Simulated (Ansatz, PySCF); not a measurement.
This PySCF input computes a PBE/def2-TZVPD energy:

```python
from pyscf import gto, scf, dft

mol = gto.M(
    atom='''
    H    -0.00644574   -0.10946203   -1.95909442
    Si    0.00777314    0.04938620   -0.50151211
    N    -0.01415663   -0.08751590    0.99751557
    H    -0.00328183    0.03066650    1.99765498
    ''',
    basis='def2-tzvpd',
    charge=1,
    spin=0,
    verbose=4,
)

mf = dft.RKS(mol, xc='pbe').density_fit(auxbasis='def2-universal-jkfit')
mf.grids.level = 3
mf.conv_tol = 1e-9
mf.max_cycle = 100
mf.max_memory = 1500
mf.kernel()
if not mf.converged:
    mf = mf.newton()
    mf.kernel(mf.make_rdm1())
mf.analyze()
```

### Question
Write an input for the same energy in Ansatz (an electronic-structure program) and say what it gives.

### Answer

Ansatz 0.2 input:
```yaml
crystal:
  periodic: [false, false, false]
  atoms:
    - {symbol: H, position_ang: [-0.00644574, -0.10946203, -1.95909442]}
    - {symbol: Si, position_ang: [0.00777314, 0.04938620, -0.50151211]}
    - {symbol: N, position_ang: [-0.01415663, -0.08751590, 0.99751557]}
    - {symbol: H, position_ang: [-0.00328183, 0.03066650, 1.99765498]}
basis:
  gaussian:
    orbitals: def2-TZVPD
hamiltonian:
  xc: {name: PBE}
total_charge: 1
output: {forces: true}
```
It gives -344.88414 Eh, and PySCF -344.88419 Eh, a difference of 0.05 mEh, from the treatment of integrals and grids.

It need not be the lowest isomer of its formula.
